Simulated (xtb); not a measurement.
xtb input (GFN2-xTB):

```bash
xtb mol.xyz --gfn 2 --ohess tight --chrg 0 --uhf 0
```
mol.xyz:
```
17

C     -1.55508668     0.26162799     0.16656962
C     -1.11601205    -1.10396356    -0.21339167
C      0.39211438    -0.99820451    -0.53712533
C      0.82965506     0.16994976     0.33935120
C     -0.28383581     1.13812880     0.14129068
N      2.10045644     0.71223363    -0.14819671
H     -1.93611179     0.29143653     1.22381759
H     -2.35430829     0.66103930    -0.40729618
H     -1.31355586    -1.84577635     0.60908111
H     -1.67414991    -1.50484109    -1.12206568
H      0.47868473    -0.78823937    -1.61575219
H      0.90284479    -1.90764316    -0.28113251
H      0.92460219    -0.13388985     1.32343066
H     -0.28820440     1.95951779     0.89519984
H     -0.27607918     1.66163200    -0.86271734
H      2.40703147     1.50901672     0.45147450
H      2.85534868     0.01406092     0.00364176
```

End of the output:

```
         :::::::::::::::::::::::::::::::::::::::::::::::::::::
         ::                  THERMODYNAMIC                  ::
         :::::::::::::::::::::::::::::::::::::::::::::::::::::
         :: total free energy         -19.108385225048 Eh   ::
         ::.................................................::
         :: total energy              -19.234646695891 Eh   ::
         :: zero point energy           0.155182133846 Eh   ::
         :: G(RRHO) w/o ZPVE           -0.028920663003 Eh   ::
         :: G(RRHO) contrib.            0.126261470843 Eh   ::
         :::::::::::::::::::::::::::::::::::::::::::::::::::::
imag cut-off (cm-1) :    5.00
 found            1  significant imaginary frequency
 writing imag mode distorted coords to xtbhess.xyz
 for further optimization.

optimized geometry written to: xtbopt.xyz

           -------------------------------------------------
          | TOTAL ENERGY              -19.234646695891 Eh   |
          | TOTAL ENTHALPY            -19.072925674851 Eh   |
          | TOTAL FREE ENERGY         -19.108385225048 Eh   |
          | GRADIENT NORM               0.000166786060 Eh/α |
          | HOMO-LUMO GAP              10.738671459762 eV   |
           -------------------------------------------------

------------------------------------------------------------------------
------------------------------------------------------------------------
 total:
 SCF:
 ANC optimizer:
 analytical hessian:
```
